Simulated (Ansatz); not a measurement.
Gas-phase electronic energies from Ansatz, PBE0-D4/def2-TZVP geometries. CBS: MP2 limit from def2 TZ/QZ plus the TZ coupled-cluster correction, frozen cores. This one scheme is used for every species. DFT in def2-TZVPP. B3LYP here is the variant with VWN-RPA as its local correlation; programs differ in this. HSE06 is defined as in plane-wave codes. def2 core potentials past Kr. For Sn outer-core shells are correlated without core-valence functions, which leaves a few kJ/mol of doubt a bond. One conformer a species, not always the lowest.

`C[O][SnH2][F]` + H–F → `[F][SnH2][F]` + CH₃OH  (ligand exchange at the Sn–O bond)

`C[O][SnH2][F]`:

```xyz
9

C     0.732   -0.691    1.072
O    -0.257    0.289    0.856
Sn   -0.881    0.689   -0.943
F     0.654    1.393   -1.862
H     0.819   -0.851    2.150
H     0.479   -1.655    0.609
H     1.711   -0.375    0.693
H    -1.256   -0.747   -1.776
H    -2.002    1.948   -0.799
```

H–F:

Cartesian coordinates in Å:
```
F 0.343 -0.158 0.263
H -0.343 0.158 -0.263
```

`[F][SnH2][F]`:

Z-matrix (Å, degrees):
```
Sn
F 1 1.909
F 1 1.909 2 103.3
H 1 1.692 2 107.1 3 -112.8
H 1 1.692 2 107.1 3 112.8
```

CH₃OH:

Cartesian coordinates in Å:
```
C 0.255 -0.104 0.226
O -0.963 0.479 -0.177
H 0.317 0.004 1.310
H 1.125 0.397 -0.216
H 0.306 -1.173 -0.013
H -1.039 0.397 -1.130
```

```
             level  ΔE (kJ/mol)  difference from CCSD(T)/CBS
       LDA (SPW92)        -32.2                         -3.5
         revPBE-D4        -34.6                         -5.9
           BLYP-D4        -37.2                         -8.5
         r2SCAN-D4        -39.1                        -10.4
            B97M-V        -43.1                        -14.4
           PBE0-D4        -35.5                         -6.8
          B3LYP-D4        -37.1                         -8.4
        r2SCANh-D4        -38.4                         -9.7
        r2SCAN0-D4        -37.5                         -8.8
          HSE06-D4        -35.4                         -6.7
          BHLYP-D4        -37.6                         -8.9
      CAM-B3LYP-D4        -39.7                        -11.0
            B2PLYP        -37.6                         -8.9
          PBE-QIDH        -33.0                         -4.3
               PBE        -40.7                        -12.0
            revPBE        -43.5                        -14.8
              BLYP        -46.1                        -17.4
            r2SCAN        -40.3                        -11.6
              PBE0        -39.6                        -10.9
             B3LYP        -44.3                        -15.6
           r2SCANh        -39.7                        -11.0
           r2SCAN0        -39.0                        -10.3
             HSE06        -39.3                        -10.6
             BHLYP        -44.2                        -15.5
         CAM-B3LYP        -43.9                        -15.2
RPA@PBE/def2-TZVPP        -29.4                         -0.7
       HF/def2-SVP        -47.9                        -19.2
      MP2/def2-SVP        -34.9                         -6.2
     CCSD/def2-SVP        -38.1                         -9.4
  CCSD(T)/def2-SVP        -36.1                         -7.4
     HF/def2-TZVPP        -47.3                        -18.6
    MP2/def2-TZVPP        -24.7                          4.0
SCS-MP2/def2-TZVPP        -29.9                         -1.2
   CCSD/def2-TZVPP        -31.1                         -2.4
CCSD(T)/def2-TZVPP        -28.6                          0.1
     HF/def2-QZVPP        -49.2                        -20.5
    MP2/def2-QZVPP        -25.4                          3.3
SCS-MP2/def2-QZVPP        -30.7                         -2.0
     MP2/CBS(def2)        -24.8                          3.9
    CCSD/CBS(def2)        -31.2                         -2.5
       CCSD(T)/CBS        -28.7                            0
```

Largest T1 diagnostic among the species: 0.014.

In def2-TZVPP, CCSD(T) changes the Hartree–Fock value by +18.7 kJ/mol (the triples alone add +2.6 kJ/mol) and MP2 by +22.6 kJ/mol. At CCSD(T), def2-SVP lies −7.4 kJ/mol from the extrapolated value and def2-TZVPP +0.1 kJ/mol.
